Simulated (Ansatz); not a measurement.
Isolated molecules relaxed with PBE0-D4/def2-TZVP in Ansatz; ΔE leaves out vibrations. CCSD(T)/CBS is the MP2 limit (def2-TZVPP, def2-QZVPP) plus CCSD(T) − MP2 in def2-TZVPP, frozen cores. This one scheme is used for every species. Functionals use def2-TZVPP. B3LYP here is the variant with VWN-RPA as its local correlation; programs differ in this. Each species was taken in one conformer, which may not be the lowest.

Consider the ligand exchange at the Si–N bond: `C=N[SiH](S)S` + HCl → `S[SiH](S)Cl` + `C=N`.

```json
{"level": "revPBE-D4", "ΔE (kJ/mol)": "-52.3", "difference from CCSD(T)/CBS": "1.9"}
{"level": "PBE0-D4", "ΔE (kJ/mol)": "-55.2", "difference from CCSD(T)/CBS": "-1.0"}
{"level": "B3LYP-D4", "ΔE (kJ/mol)": "-50.6", "difference from CCSD(T)/CBS": "3.6"}
{"level": "ωB97M-V", "ΔE (kJ/mol)": "-55.2", "difference from CCSD(T)/CBS": "-1.0"}
{"level": "B2PLYP", "ΔE (kJ/mol)": "-52.8", "difference from CCSD(T)/CBS": "1.4"}
{"level": "PBE", "ΔE (kJ/mol)": "-56.0", "difference from CCSD(T)/CBS": "-1.8"}
{"level": "r2SCANh", "ΔE (kJ/mol)": "-55.6", "difference from CCSD(T)/CBS": "-1.4"}
{"level": "r2SCAN0", "ΔE (kJ/mol)": "-56.2", "difference from CCSD(T)/CBS": "-2.0"}
{"level": "CCSD(T)/def2-TZVPP", "ΔE (kJ/mol)": "-50.7", "difference from CCSD(T)/CBS": "3.5"}
{"level": "MP2/def2-QZVPP", "ΔE (kJ/mol)": "-53.3", "difference from CCSD(T)/CBS": "0.9"}
{"level": "CCSD(T)/CBS", "ΔE (kJ/mol)": "-54.2", "difference from CCSD(T)/CBS": "0"}
```

Largest T1 diagnostic among the species: 0.013.

Leaving LDA and LC-ωPBE aside and taking each functional with its dispersion term where it has one, the values, not all of them listed here, spread over 6.6 kJ/mol, from PBE-QIDH to BLYP-D4. LDA lies +8.1 kJ/mol from PBE without D4. In def2-TZVPP, CCSD(T) changes the Hartree–Fock value by +4.7 kJ/mol (the triples alone add +0.8 kJ/mol) and MP2 by +4.0 kJ/mol. The D4 term adds +3.1 kJ/mol with B3LYP and +2.2 kJ/mol with PBE0; it sums over pairs of atoms, weighted by their polarisabilities, and B3LYP, whose exchange is more repulsive, gets the larger term.
